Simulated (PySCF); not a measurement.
**Computed properties of Si(Cl)2(NCO)(OH) (CHCl2NO2Si), SMILES O=C=N[Si](O)(Cl)Cl**

Si(Cl)2(NCO)(OH) (CHCl2NO2Si), SMILES O=C=N[Si](O)(Cl)Cl. The structure is a stationary point at ωB97X-D3(BJ)/def2-SVP. The structure was generated by enumeration, and PubChem lists no compound with its InChIKey, so it may never have been made. The values are those of a single conformer. All values are computed for the isolated molecule unless a solvent is named; none is compared with measurement here.

**Structure.** All 18 harmonic modes at ωB97X-D3(BJ)/def2-SVP (PySCF) are real, so it is a minimum. With heavy atoms numbered as in [O:1]=[C:2]=[N:3][Si:4]([OH:5])([Cl:6])[Cl:7], the shortest bond between them is O1–C2 at 1.165 Å and the longest Si4–Cl6 at 2.043 Å.

**Vibrations.** The strongest infrared lines (harmonic, unscaled, degenerate partners summed) lie at 2475 cm⁻¹ (1770 km/mol, C 70 %, N 17 %, O 13 %), 796 cm⁻¹ (332 km/mol, H 65 %, O 19 %, Si 15 %), 685 cm⁻¹ (304 km/mol, Si 55 %, O 17 %, C 11 %, N 10 %). The softest mode is at 30 cm⁻¹ and the zero-point energy is 20.4 kcal/mol.

**Electronic structure.** PBE0/def2-TZVP (PySCF) places the frontier levels at -9.13 and -0.12 eV, a gap of 9.01 eV, and gives a dipole moment of 1.82 D and a mean polarisability of 67.5 bohr³. PBE/def2-TZVP (PySCF) at the same geometry gives -7.69 and -1.10 eV, so its gap is 2.42 eV narrower. An orbital gap is neither the optical nor the fundamental gap.

**Excitations.** TDDFT-M06-2X/def2-SVPD (PySCF) has S1 at 6.90 eV (180 nm, f = 0.000, dark); the most intense of the 10 singlets computed lies at 8.68 eV (f = 0.13). T1 (TDA) is at 6.58 eV. TDDFT-PBE/def2-SVPD (PySCF) puts S1 at 6.58 eV. No vertical singlet excitation falls in the visible range (under 3.1 eV).

**NMR.** GIAO shifts at B3LYP/pcSseg-1 (PySCF) (non-relativistic, atoms alike by connectivity averaged): ¹³C at 125.5 ppm against TMS; ¹H at 2.8 ppm against TMS; ²⁹Si at -51.0 ppm against TMS. Without spin–orbit terms, shifts of atoms bonded to Cl or Br come out too high.

**Solvation.** SMD-ωB97X/6-31G* (PySCF) gives -2.7 kcal/mol in water, -6.1 kcal/mol in cyclohexanone, -6.5 kcal/mol in N,N-dimethylformamide (1 M in both phases, gas-phase geometry).
